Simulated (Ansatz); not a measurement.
Isolated molecules relaxed with PBE0-D4/def2-TZVP in Ansatz; ΔE leaves out vibrations. CCSD(T)/CBS adds triple-zeta CCSD(T) − MP2 to the extrapolated MP2 energy (def2 sets, frozen cores). This one scheme is used for every species. DFT in def2-TZVPP. B3LYP here is the variant with VWN-RPA as its local correlation; programs differ in this. Each species was taken in one conformer, which may not be the lowest.

Reaction (ligand exchange at the Si–N bond): `O[Si@@H](F)N[Si@@H](O)F` + `O[SiH2]F` → `O[SiH](F)O[SiH2]F` + `N[SiH](O)F`

CCSD(T)/CBS gives -12.3 kcal/mol.

Question: Another level gave -13.4 kcal/mol. Which?
A. r2SCAN-D4/def2-TZVPP
B. HF/def2-TZVPP
C. B3LYP/def2-TZVPP
D. PBE-D4/def2-TZVPP

Answer: C. B3LYP -13.4, r2SCAN-D4 -11.7, PBE-D4 -10.3, HF/def2-TZVPP -16.2 kcal/mol.

Largest T1 diagnostic among the species: 0.012.

The D4 term adds +1.0 kcal/mol with B3LYP and +0.5 kcal/mol with PBE0; it sums over pairs of atoms, weighted by their polarisabilities, and B3LYP, whose exchange is more repulsive, gets the larger term. From PBE to PBE0 (25 % exact exchange), in def2-TZVPP and without D4, ΔE moves by −0.8 kcal/mol. In def2-TZVPP, CCSD(T) changes the Hartree–Fock value by +4.1 kcal/mol (the triples alone add +0.7 kcal/mol) and MP2 by +4.2 kcal/mol.
